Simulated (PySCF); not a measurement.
# Computed records: CH5BGeN, C2H6BGe, B2GeH6N, CH7BGeN and others

Calculation on a computer-drawn molecule: the log of a Hartree-Fock and frozen-core CCSD(T) single point meant for a local Hartree-Fock minimum, with one planted fault or none, to be diagnosed. Offsets are logged minus clean, where the clean run is the same molecule without the fault. The reference is restricted for singlets and unrestricted otherwise, and also for a bond in bohr or an excited solution. Adding or removing an electron swaps singlet and doublet. The excited solution moves the top pair (singlet) or top alpha electron (doublet) to the lowest empty orbital. Highest occupied and lowest empty are orbital energies over both spins, largest force is the largest gradient component, triples share is (T) over the correlation energy, the T1 limit is 0.02 restricted and 0.045 unrestricted, electrons count all cores, a negative frequency is imaginary (commonest isotopes), and the dipole is about the centre of nuclear charge; on germanium a core potential holds 10 electrons, which the energies leave out, and 3d is frozen in MP2 and coupled-cluster steps. Program: PySCF 2.14.0.

Common to all runs: meant charge 1; meant multiplicity 1; meant basis and core potential on germanium cc-pVDZ-PP ECP10MDF; logged SCF converged yes; logged CC converged yes; logged SCF stable within its kind yes; possible faults no fault, one electron removed, one electron added, multiplicity raised by two, geometry at a saddle point, SCF held on an excited solution, minimal basis STO-3G, one bond length entered in bohr, all coordinates scaled.

```json
{"entry": 1, "formula": "CH5BGeN", "logged_structure": {"atoms_angstrom": [["B", 1.6854, 0.548, 1.3272], ["Ge", 1.6126, 2.1006, 0.054], ["C", 0.3413, 1.3279, -1.2922], ["N", -0.6185, 1.9676, -1.8534], ["H", 2.0947, -0.321, 2.0199], ["H", 0.7364, 3.1569, 0.7483], ["H", 0.5161, 0.3395, -1.7132], ["H", -0.8822, 2.8911, -1.5553], ["H", -1.154, 1.5767, -2.6104]]}, "given": {"meant_basis": "cc-pVDZ", "logged_electrons": 54, "logged_basis_functions": 90, "logged_spin_squared": 2.0291, "logged_highest_occupied [eV]": -12.38, "logged_lowest_empty [eV]": -5.2562, "logged_largest_force [hartree/bohr]": 0.029325, "logged_T1_diagnostic": 0.027584, "logged_D1_diagnostic": 0.13049, "logged_triples_share": 0.031636, "logged_dipole_magnitude [debye]": 5.5617, "logged_energy_HF [hartree]": -412.92957, "logged_energy_CCSD(T) [hartree]": -413.41294, "drawn_bonds_atom": [1, 2, 3, 1, 2, 3, 4, 4], "drawn_bonds_other_atom": [2, 3, 4, 5, 6, 7, 8, 9], "drawn_bonds_order": [1, 2, 1, 1, 1, 1, 1, 1]}, "results": {"planted_fault": "multiplicity raised by two", "HF_energy_offset_from_clean_run [kcal/mol]": 17.52, "CCSD(T)_energy_offset_from_clean_run [kcal/mol]": 37.69}}
{"entry": 2, "formula": "CH5BGeN", "logged_structure": {"atoms_angstrom": [["B", 1.6854, 0.548, 1.3272], ["Ge", 1.5478, 3.482, -1.0789], ["C", 0.2765, 2.7093, -2.4251], ["N", -0.6833, 3.349, -2.9863], ["H", 2.0947, -0.321, 2.0199], ["H", 0.6716, 4.5383, -0.3845], ["H", 0.4513, 1.721, -2.846], ["H", -0.947, 4.2725, -2.6882], ["H", -1.2188, 2.9581, -3.7432]]}, "given": {"meant_basis": "cc-pVDZ", "logged_electrons": 54, "logged_basis_functions": 90, "logged_spin_squared": 0.605, "logged_highest_occupied [eV]": -13.198, "logged_lowest_empty [eV]": -4.4338, "logged_largest_force [hartree/bohr]": 0.038305, "logged_T1_diagnostic": 0.075023, "logged_D1_diagnostic": 0.27993, "logged_triples_share": 0.029552, "logged_dipole_magnitude [debye]": 5.3519, "logged_energy_HF [hartree]": -412.8885, "logged_energy_CCSD(T) [hartree]": -413.38355, "drawn_bonds_atom": [1, 2, 3, 1, 2, 3, 4, 4], "drawn_bonds_other_atom": [2, 3, 4, 5, 6, 7, 8, 9], "drawn_bonds_order": [1, 2, 1, 1, 1, 1, 1, 1]}, "results": {"planted_fault": "one bond length entered in bohr, row 1 of the drawn bonds", "HF_energy_offset_from_clean_run [kcal/mol]": 43.29, "CCSD(T)_energy_offset_from_clean_run [kcal/mol]": 56.13}, "notes": ["T1 above single-reference limit"]}
{"entry": 3, "formula": "C2H6BGe", "logged_structure": {"atoms_angstrom": [["B", -2.0313, 1.3047, -1.3842], ["Ge", -0.8271, -0.168, -1.5113], ["C", 0.6126, 0.6855, -1.1488], ["C", -1.2262, -1.927, -1.9084], ["H", -2.621, 2.2601, -1.276], ["H", 0.5988, 1.7026, -0.952], ["H", 1.5505, 0.2462, -1.1077], ["H", -1.8844, -2.3044, -1.1981], ["H", -1.6484, -1.9836, -2.8565], ["H", -0.3364, -2.4651, -1.8858]]}, "given": {"meant_basis": "cc-pVDZ", "logged_electrons": 54, "logged_basis_functions": 95, "logged_spin_squared": 0.0, "logged_highest_occupied [eV]": -13.889, "logged_lowest_empty [eV]": -5.1509, "logged_largest_force [hartree/bohr]": 0.04093, "logged_T1_diagnostic": 0.018784, "logged_D1_diagnostic": 0.06758, "logged_triples_share": 0.0394, "logged_dipole_magnitude [debye]": 3.4138, "logged_energy_HF [hartree]": -396.89381, "logged_energy_CCSD(T) [hartree]": -397.38843, "drawn_bonds_atom": [1, 2, 2, 1, 3, 3, 4, 4, 4], "drawn_bonds_other_atom": [2, 3, 4, 5, 6, 7, 8, 9, 10], "drawn_bonds_order": [1, 2, 1, 1, 1, 1, 1, 1, 1]}, "results": {"planted_fault": "all coordinates scaled, by -4.5 %", "HF_energy_offset_from_clean_run [kcal/mol]": 13.29, "CCSD(T)_energy_offset_from_clean_run [kcal/mol]": 19.45}}
{"entry": 4, "formula": "B2GeH6N", "logged_structure": {"atoms_angstrom": [["B", 0.6695, -0.3214, 1.1431], ["N", 0.7919, 0.407, 0.0813], ["Ge", -0.6957, 0.8087, -1.2483], ["B", -0.6967, 2.8734, -1.5262], ["H", 0.5007, -0.9867, 2.091], ["H", 1.687, 0.816, -0.1506], ["H", -0.259, -0.0658, -2.4118], ["H", -1.8635, 0.1962, -0.4876], ["H", 0.1427, 3.5488, -1.0182], ["H", -1.5554, 3.3334, -2.2101]]}, "given": {"meant_basis": "cc-pVDZ", "logged_electrons": 53, "logged_basis_functions": 95, "logged_spin_squared": 0.7642, "logged_highest_occupied [eV]": -22.859, "logged_lowest_empty [eV]": -13.626, "logged_largest_force [hartree/bohr]": 0.093583, "logged_T1_diagnostic": 0.019992, "logged_D1_diagnostic": 0.094367, "logged_triples_share": 0.029121, "logged_dipole_magnitude [debye]": 3.2534, "logged_energy_HF [hartree]": -399.89884, "logged_energy_CCSD(T) [hartree]": -400.33948, "drawn_bonds_atom": [1, 2, 3, 1, 2, 3, 3, 4, 4], "drawn_bonds_other_atom": [2, 3, 4, 5, 6, 7, 8, 9, 10], "drawn_bonds_order": [1, 1, 1, 1, 1, 1, 1, 1, 1]}, "results": {"planted_fault": "one electron removed", "HF_energy_offset_from_clean_run [kcal/mol]": 339.5, "CCSD(T)_energy_offset_from_clean_run [kcal/mol]": 355.5}}
{"entry": 5, "formula": "CH7BGeN", "logged_structure": {"atoms_angstrom": [["B", 0.0768, 0.6255, 1.6345], ["N", -0.655, 0.1025, 0.7076], ["C", -2.1411, -0.0584, 0.7283], ["Ge", 0.2772, -0.5635, -0.926], ["H", 0.7818, 1.0903, 2.4451], ["H", -2.3783, -1.116, 0.6462], ["H", -2.5624, 0.4869, -0.1124], ["H", -2.5507, 0.3331, 1.6549], ["H", -0.3504, 0.2751, -2.0178], ["H", -0.0873, -2.032, -0.9269], ["H", 3.0284, 0.0147, -0.3669]]}, "given": {"meant_basis": "cc-pVDZ", "logged_electrons": 56, "logged_basis_functions": 100, "logged_spin_squared": 0.8672, "logged_highest_occupied [eV]": -14.605, "logged_lowest_empty [eV]": -3.9488, "logged_largest_force [hartree/bohr]": 0.0085338, "logged_T1_diagnostic": 0.038006, "logged_D1_diagnostic": 0.16854, "logged_triples_share": 0.035148, "logged_dipole_magnitude [debye]": 4.1066, "logged_energy_HF [hartree]": -414.11485, "logged_energy_CCSD(T) [hartree]": -414.63891, "drawn_bonds_atom": [1, 2, 2, 1, 3, 3, 3, 4, 4, 4], "drawn_bonds_other_atom": [2, 3, 4, 5, 6, 7, 8, 9, 10, 11], "drawn_bonds_order": [1, 1, 1, 1, 1, 1, 1, 1, 1, 1]}, "results": {"planted_fault": "one bond length entered in bohr, row 10 of the drawn bonds", "HF_energy_offset_from_clean_run [kcal/mol]": 67.0, "CCSD(T)_energy_offset_from_clean_run [kcal/mol]": 75.62}}
{"entry": 6, "formula": "CH7BGeN", "logged_structure": {"atoms_angstrom": [["B", 0.0768, 0.6255, 1.6345], ["N", -0.655, 0.1025, 0.7076], ["C", -2.1411, -0.0584, 0.7283], ["Ge", 0.2772, -0.5635, -0.926], ["H", 0.7818, 1.0903, 2.4451], ["H", -2.3783, -1.116, 0.6462], ["H", -2.5624, 0.4869, -0.1124], ["H", -2.5507, 0.3331, 1.6549], ["H", -0.3504, 0.2751, -2.0178], ["H", -0.0873, -2.032, -0.9269], ["H", 1.7331, -0.2576, -0.6301]]}, "given": {"meant_basis": "cc-pVDZ", "logged_electrons": 57, "logged_basis_functions": 100, "logged_spin_squared": 0.7722, "logged_highest_occupied [eV]": -5.3353, "logged_lowest_empty [eV]": 3.0506, "logged_largest_force [hartree/bohr]": 0.07617, "logged_T1_diagnostic": 0.01656, "logged_D1_diagnostic": 0.063072, "logged_triples_share": 0.029899, "logged_dipole_magnitude [debye]": 2.5522, "logged_energy_HF [hartree]": -414.37716, "logged_energy_CCSD(T) [hartree]": -414.934, "drawn_bonds_atom": [1, 2, 2, 1, 3, 3, 3, 4, 4, 4], "drawn_bonds_other_atom": [2, 3, 4, 5, 6, 7, 8, 9, 10, 11], "drawn_bonds_order": [1, 1, 1, 1, 1, 1, 1, 1, 1, 1]}, "results": {"planted_fault": "one electron added", "HF_energy_offset_from_clean_run [kcal/mol]": -97.6, "CCSD(T)_energy_offset_from_clean_run [kcal/mol]": -109.5}}
{"entry": 7, "formula": "AlBGeH4N", "logged_structure": {"atoms_angstrom": [["B", -0.8187, 2.9262, 0.6113], ["N", -0.3179, 1.8325, 0.2167], ["Al", 0.3538, 0.3657, -0.3125], ["Ge", 1.3569, -1.8255, -1.103], ["H", -1.2813, 3.9367, 0.9758], ["H", 2.8509, -1.6447, -0.907], ["H", 0.9294, -1.9297, -2.5555], ["H", 0.7336, -2.8705, -0.1959]]}, "given": {"meant_basis": "cc-pV(D+d)Z", "logged_electrons": 60, "logged_basis_functions": 94, "logged_spin_squared": 0.0, "logged_highest_occupied [eV]": -15.93, "logged_lowest_empty [eV]": -3.5178, "logged_largest_force [hartree/bohr]": 5.3836e-06, "logged_lowest_frequency [cm^-1]": 81.339, "logged_T1_diagnostic": 0.015634, "logged_D1_diagnostic": 0.036224, "logged_triples_share": 0.033678, "logged_dipole_magnitude [debye]": 4.4962, "logged_energy_HF [hartree]": -616.5804, "logged_energy_CCSD(T) [hartree]": -617.00046, "drawn_bonds_atom": [1, 2, 3, 1, 4, 4, 4], "drawn_bonds_other_atom": [2, 3, 4, 5, 6, 7, 8], "drawn_bonds_order": [1, 2, 1, 1, 1, 1, 1]}, "results": {"planted_fault": "no fault", "HF_energy_offset_from_clean_run [kcal/mol]": 0.0, "CCSD(T)_energy_offset_from_clean_run [kcal/mol]": 0.0}}
{"entry": 8, "formula": "AlBGeH4N", "logged_structure": {"atoms_angstrom": [["B", -0.7712, 2.7565, 0.5759], ["N", -0.2994, 1.7262, 0.2042], ["Al", 0.3333, 0.3445, -0.2944], ["Ge", 1.2782, -1.7196, -1.0391], ["H", -1.207, 3.7084, 0.9192], ["H", 2.6856, -1.5493, -0.8544], ["H", 0.8755, -1.8178, -2.4073], ["H", 0.6911, -2.704, -0.1846]]}, "given": {"meant_basis": "cc-pV(D+d)Z", "logged_electrons": 60, "logged_basis_functions": 94, "logged_spin_squared": 0.0, "logged_highest_occupied [eV]": -16.193, "logged_lowest_empty [eV]": -3.4599, "logged_largest_force [hartree/bohr]": 0.087727, "logged_T1_diagnostic": 0.013957, "logged_D1_diagnostic": 0.030608, "logged_triples_share": 0.030319, "logged_dipole_magnitude [debye]": 4.564, "logged_energy_HF [hartree]": -616.54755, "logged_energy_CCSD(T) [hartree]": -616.95784, "drawn_bonds_atom": [1, 2, 3, 1, 4, 4, 4], "drawn_bonds_other_atom": [2, 3, 4, 5, 6, 7, 8], "drawn_bonds_order": [1, 2, 1, 1, 1, 1, 1]}, "results": {"planted_fault": "all coordinates scaled, by -5.8 %", "HF_energy_offset_from_clean_run [kcal/mol]": 20.61, "CCSD(T)_energy_offset_from_clean_run [kcal/mol]": 26.74}}
{"entry": 9, "formula": "B2GeH5O", "logged_structure": {"atoms_angstrom": [["B", -2.4646, -0.4107, 1.455], ["O", -1.4149, 0.1719, 1.0737], ["Ge", 0.3791, 1.1543, 0.5375], ["B", 0.2419, 1.3368, -1.6236], ["H", -3.4835, -0.976, 1.823], ["H", 1.3657, 0.0906, 1.1741], ["H", 0.165, 2.4328, 1.4483], ["H", 1.1891, 1.8895, -2.2098], ["H", -0.7563, 0.8963, -2.2197]]}, "given": {"meant_basis": "cc-pVDZ", "logged_electrons": 54, "logged_basis_functions": 90, "logged_spin_squared": 0.0, "logged_highest_occupied [eV]": -15.912, "logged_lowest_empty [eV]": -3.1679, "logged_largest_force [hartree/bohr]": 0.059555, "logged_T1_diagnostic": 0.018233, "logged_D1_diagnostic": 0.049652, "logged_triples_share": 0.028408, "logged_dipole_magnitude [debye]": 4.495, "logged_energy_HF [hartree]": -420.29461, "logged_energy_CCSD(T) [hartree]": -420.77659, "drawn_bonds_atom": [1, 2, 3, 1, 3, 3, 4, 4], "drawn_bonds_other_atom": [2, 3, 4, 5, 6, 7, 8, 9], "drawn_bonds_order": [1, 1, 1, 1, 1, 1, 1, 1]}, "results": {"planted_fault": "all coordinates scaled, by +4.5 %", "HF_energy_offset_from_clean_run [kcal/mol]": 9.368, "CCSD(T)_energy_offset_from_clean_run [kcal/mol]": 4.143}}
{"entry": 10, "formula": "B2GeH5O", "logged_structure": {"atoms_angstrom": [["B", -2.3584, -0.3931, 1.3924], ["O", -1.354, 0.1645, 1.0275], ["Ge", 0.3628, 1.1046, 0.5144], ["B", 0.2315, 1.2793, -1.5537], ["H", -3.3335, -0.9339, 1.7445], ["H", 1.3069, 0.0867, 1.1235], ["H", 0.1579, 2.3281, 1.3859], ["H", 1.1379, 1.8081, -2.1146], ["H", -0.7237, 0.8577, -2.1241]]}, "given": {"meant_basis": "cc-pVDZ", "logged_electrons": 53, "logged_basis_functions": 90, "logged_spin_squared": 0.7642, "logged_highest_occupied [eV]": -23.751, "logged_lowest_empty [eV]": -14.063, "logged_largest_force [hartree/bohr]": 0.094464, "logged_T1_diagnostic": 0.01829, "logged_D1_diagnostic": 0.059803, "logged_triples_share": 0.026226, "logged_dipole_magnitude [debye]": 3.3502, "logged_energy_HF [hartree]": -419.75409, "logged_energy_CCSD(T) [hartree]": -420.20121, "drawn_bonds_atom": [1, 2, 3, 1, 3, 3, 4, 4], "drawn_bonds_other_atom": [2, 3, 4, 5, 6, 7, 8, 9], "drawn_bonds_order": [1, 1, 1, 1, 1, 1, 1, 1]}, "results": {"planted_fault": "one electron removed", "HF_energy_offset_from_clean_run [kcal/mol]": 348.5, "CCSD(T)_energy_offset_from_clean_run [kcal/mol]": 365.2}}
```
